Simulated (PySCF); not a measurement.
Job for PySCF: R-HF/3-21G on AsH3N2 (a complex), monomers drawn apart or pushed together.

```python
from pyscf import gto, scf, dft, mp
from pyscf.data.elements import chemcore

mol = gto.M(
    atom='''
    N     0.24158190   -0.23289790   -1.00821241
    N     0.46009790   -0.69625344   -0.04515045
    As   -0.30524247    0.03415926    2.94038631
    H     1.17954566   -0.30284167    3.01121640
    H    -0.68847502   -1.43407360    2.79641189
    H    -0.44998800   -0.01515566    4.45837259
    ''',
    basis='3-21g',
    charge=0, spin=0, verbose=3, max_memory=1800)
mf = scf.RHF(mol)
mf.conv_tol = 1e-8
mf.max_cycle = 100
mf.kernel()
if not mf.converged:
    mf = mf.newton().run(mf.mo_coeff, mf.mo_occ)
```

Question: Predict the final total energy.

Answer: -2333.4295 hartree.
